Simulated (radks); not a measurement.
Q: These are the eigenvalues of the occupied orbitals of an atom or ion with whole-number occupations (hartree). Calculated with a radial shooting solver on a logarithmic mesh with Libxc functionals: non-relativistic Kohn-Sham, LDA (Slater exchange, Perdew-Wang correlation), spin-polarised, spherical densities, point nucleus.

| orbital | eigenvalue |
|---|---|
| 1s down | -639.8270 |
| 1s up | -639.8268 |
| 2s up | -87.77007 |
| 2s down | -87.76355 |
| 2p up | -80.54262 |
| 2p down | -80.53773 |
| 3s up | -14.76260 |
| 3s down | -14.75806 |
| 3p up | -12.04677 |
| 3p down | -12.04178 |
| 3d up | -7.07759 |
| 3d down | -7.07076 |
| 4s up | -2.46491 |
| 4s down | -2.42554 |
| 4p up | -1.73293 |
| 4p down | -1.68974 |
| 4d up | -0.67319 |

Which element is it, and in what charge state? The configuration may be excited. Open shells, if any, are filled with parallel spins first.

A: Z = 40, zirconium, charge +2: Zr2+ in [Kr] 4d2. The list shows which subshells hold electrons but not how many an open one holds; the 1s level, -639.83 hartree, gives Z - s = 35.8 by -(Z - s)^2/2, which with screening narrows Z to a few neighbours, and the depths of the outer levels then fix element, charge and occupations together.
